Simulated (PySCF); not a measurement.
A side-by-side comparison of computed properties.

First species: TiMe4, C₄H₁₂Ti (singlet state).
Cartesian coordinates in Å at the PBE0-D3(BJ)/def2-SVP level; atoms count from 1:
```
atom  x, y, z in Å
Ti1   -0.0061   -0.0001    0.0031
C2     0.0051   -0.0220    2.0596
H3    -1.0248    0.0970    2.4400
H4     0.6262    0.8064    2.4431
H5     0.4151   -0.9782    2.4291
C6     1.9313    0.0039   -0.6832
H7     1.9475   -0.1283   -1.7792
H8     2.5030   -0.8158   -0.2139
H9     2.4117    0.9656   -0.4301
C10   -0.9730    1.6900   -0.6616
H11   -0.8420    1.7961   -1.7529
H12   -0.5578    2.5828   -0.1620
H13   -2.0516    1.6210   -0.4358
C14   -0.9716   -1.6742   -0.7006
H15   -1.9623   -1.7742   -0.2239
H16   -0.3733   -2.5750   -0.4775
H17   -1.1060   -1.5957   -1.7939
```

Second species: C₃H₁₂AlAs.
Cartesian coordinates in Å at the PBE0-D3(BJ)/def2-SVP level; atoms count from 1:
```xyz
17
C3H12AlAs angstrom
C      2.3971    0.2141   -0.0229
C      1.3111   -0.7808    0.3842
Al    -0.3948   -0.6819   -0.6235
C     -2.0161   -1.5431    0.1125
As    -1.0475    1.8410   -0.0531
H      2.0952    1.2587    0.1702
H      2.6245    0.1514   -1.1000
H      3.3478    0.0603    0.5164
H      1.1019   -0.7017    1.4674
H      1.6902   -1.8133    0.2538
H     -0.3123   -0.4310   -2.2117
H     -1.9303   -2.6418    0.0357
H     -2.9356   -1.2637   -0.4281
H     -2.1719   -1.3195    1.1817
H     -1.2109    2.2804    1.3856
H     -0.1949    3.0043   -0.5059
H     -2.3699    2.3785   -0.5520
```

Levels: wB97X-D/def2-SVPD for dipole moment, HOMO energy, LUMO energy, HOMO–LUMO gap, static isotropic polarisability and electronic spatial extent ⟨r²⟩ about the centre of nuclear charge; TDDFT wB97X-D/def2-SVPD for lowest singlet excitation; TDA wB97X-D/def2-SVPD for lowest triplet excitation (Tamm–Dancoff); PBE0-D3(BJ)/def2-SVP for rotational constant A and rotational constant C. Geometries: PBE0-D3(BJ)/def2-SVP. Each structure is a single optimised conformer of the isolated species, non-relativistic unless stated. Electronic properties by PySCF.

Dipoles, sizes and rotational constants follow the conformer. The torsions of the flexible species, by atom-mapped SMILES:
- `[CH3:1][CH2:2][Al@@H-:3]([CH3:4])[AsH3+:5]`: C1–C2–Al3–C4 -163°

Task: Which of the two has the higher dipole moment, and by how much?

Result: The second: 3.27 D against 0.00 D, a difference of 3.27 D.

Task: Which has the higher HOMO–LUMO gap?

Result: The second: 10.09 eV against 9.91 eV, a difference of 0.18 eV.

Task: Which of the two has the higher rotational constant A, and by how much?

Result: The first: 2.640 GHz against 2.267 GHz, a difference of 0.373 GHz.

Task: Which has the higher LUMO energy?

Result: The second: 1.36 eV against 0.41 eV, a difference of 0.95 eV.

Task: Which of the two has the higher T1 energy, and by how much?

Result: The second: 6.01 eV against 3.57 eV, a difference of 2.44 eV.

Task: Which has the higher static isotropic polarisability?

Result: The second: 102.0 au against 95.8 au, a difference of 6.2 au.

Task: Which has the higher rotational constant C?

Result: The first: 2.628 GHz against 0.966 GHz, a difference of 1.662 GHz.

Task: Which has the higher S1 energy?

Result: The second: 6.22 eV against 3.80 eV, a difference of 2.42 eV.

On the first: No computed singlet falls in the visible range (750 to 380 nm, 1.65 to 3.26 eV); S1 lies 0.54 eV above its blue end. The principal polarisabilities are 95.7, 95.9 and 95.9 au; their mean is the isotropic value.

On the second: The polarisability is 15.12 Å³ as a volume (1 au = 0.148185 Å³), or 1.34 au for each of the 76 electrons. In atomic units the dipole is 1.29 e·bohr (1 au = 2.5417 D). The calculation is non-relativistic and has no spin–orbit coupling, an omission that weighs most on arsenic.
